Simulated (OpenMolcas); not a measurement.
## Co6+: Racah parameters, the spin-orbit constant, worked from levels

```json
{
 "Program": "OpenMolcas",
 "Basis": "ANO-RCC-VQZP [7s6p4d3f2g1h]",
 "Scalar Hamiltonian": "DKH2, point nucleus",
 "Active space": "9 electrons in 8 orbitals (RAS1 3p, at most 2 holes; RAS2 3d)",
 "State averaging": "2S+1 = 4 even, 10 roots; 2S+1 = 2 even, 40 roots",
 "Spin-orbit coupling": "state interaction with AMFI integrals over the reference wave functions, term energies averaged over their components"
}
```

Methods: RASSCF; MS-RASPT2, IPEA 0.25 Eh, imaginary shift 0.1 Eh (closed shells correlated: 3s). Measured levels: Sugar and Corliss, J. Phys. Chem. Ref. Data 10, 1097 (1981).

**Racah parameters.** Above ⁴F, d3 has ⁴P at 15B, ²G at 4B + 3C and ²H at 9B + 3C. The first two fix B and C, and the third tests them; where it misses by thousands of cm-1, two parameters do not describe the configuration (Trees and configuration-interaction terms are left out) and B and C hang on the terms chosen. Term energies are centres of gravity, weighted by 2J + 1.

```csv
Source,⁴P,²G,B,C,C/B,"²H from B, C",²H found
RASSCF,23041,25254,1536,6370,4.15,32934,35311
MS-RASPT2,20729,22506,1382,5659,4.09,29415,31431
```

Energies in cm-1. From RASSCF to MS-RASPT2, B changes by -10.0 % and C by -11.2 %.

**The spin-orbit constant.** For the Hund term ⁴F of d3, E(J) = (A/2) J(J+1) + constant and ζ = 2S·A = 3A. From J = 3/2 to J = 9/2 the energy changes by 10.5 A.

| Source | E(9/2) - E(3/2) | A | ζ |
| --- | --- | --- | --- |
| RASSCF | 2934.5 | 279.5 | 838 |
| MS-RASPT2 | 2929.9 | 279.0 | 837 |
| measured | 2723.0 | 259.3 | 778 |

All in cm-1. MS-RASPT2 is off by +7.6 % and RASSCF by +7.8 %. Both methods take the spin-orbit matrix elements from the reference wave functions, so the second can move ζ only through the term energies and any multistate remixing. Second-order mixing with other terms is absorbed into this ζ.

Term energies are means over components that CASPT2 splits; among the terms shown or strongly mixed into the levels shown the widest spread is 1000 cm-1 (3d³ ⁴F, MS-RASPT2). Active for correlation alone: 3p; no level in the range computed is led by a configuration that opens it, so any true level of that kind is missing. Without dynamic correlation excited terms often stand tens of per cent too high (terms of higher spin than the ground term too low), and those without a measured partner can miss by more than the paired ones (holds for RASSCF). Measured partners are found by configuration, term and J. A level has none where our copy of the source lacks it or the pairing is in doubt (some pairs that miss far off the trend of their configuration count as doubtful), and it then counts in no deviation. Levels of configurations outside the active space are missing.
